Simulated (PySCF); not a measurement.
Run record: geometry optimisation, `CS/C(BF)=C\F`.

Method: PBE0-D3(BJ)/def2-SVP geometry optimisation, gas phase (PySCF 2.14.0). Start geometry: GFN2-xTB. A driver script takes a list of jobs; this job's settings line and coordinates (Å) are shown.

Command:
```bash
OMP_NUM_THREADS=1 python probes_run.py task.json out
```

Input:
```
{"job": {"xc": "PBE0", "basis": "def2-SVP", "d3": "d3bj", "grid": 1, "shake": 0.01, "kind": "geom"}, "charge": 0, "multiplicity": 1}
C      1.890370    -0.451840    -0.840850
S      1.048230     1.035350    -0.153160
C     -0.571280     0.456330     0.321760
B     -1.076880    -0.976660     0.188580
F     -0.421990    -1.980180    -0.328820
C     -1.378280     1.376260     0.876950
F     -1.019130     2.647580     1.063840
H      1.333590    -0.786890    -1.709140
H      2.851870    -0.080510    -1.134720
H      1.962530    -1.199870    -0.078120
H     -2.207570    -1.236250     0.557690
H     -2.371770     1.168410     1.226970
```

Question: Estimate the output.

Answer: 
```
step   0  E = -739.19768158  max force = 0.029785
step   1  E = -739.20202468  max force = 0.007857
step   2  E = -739.20195048  max force = 0.006124
step   3  E = -739.20257911  max force = 0.004141
step   4  E = -739.20262399  max force = 0.003332
step   5  E = -739.20279769  max force = 0.001712
step   6  E = -739.20278775  max force = 0.002883
step   7  E = -739.20282423  max force = 0.001399
step   8  E = -739.20285605  max force = 0.000636
step   9  E = -739.20287043  max force = 0.000543
step  10  E = -739.20288080  max force = 0.000356
optimisation converged
```

Energies in Eh; «max force» is the largest Cartesian gradient component in Eh/bohr.

Question: At which steps does the energy rise by more than 1e-5 Eh?

Answer: At step 2 (+0.07 mEh).

Question: How much energy does the optimisation release, in kcal/mol?

Answer: E(step 0) − E(last step) = 0.005199 Eh, which is 3.3 kcal/mol.

Main results: final energy -739.20288 Eh after 10 steps; dipole 0.95 D.

Question: Give the final coordinates.

Answer: 0.068 Å rms from the input after alignment:
```
atom  x, y, z in Å
C1     1.8347   -0.4534   -0.9502
S2     1.1641    0.9560   -0.0441
C3    -0.4654    0.4554    0.3916
B4    -1.1954   -0.8782    0.1309
F5    -0.6191   -1.9028   -0.4780
C6    -1.2436    1.3269    1.0680
F7    -0.8338    2.5312    1.4190
H8     1.2756   -0.6569   -1.8729
H9     2.8569   -0.1482   -1.2139
H10    1.8811   -1.3603   -0.3344
H11   -2.3425   -1.0214    0.4918
H12   -2.2681    1.1106    1.3821
```

On Arm Neoverse V1, one thread, on a shared host, this took 81 s wall and 0.53 GiB of memory at its peak.
Labels such as C1 count atoms from 1, the log's own numbers from 0.
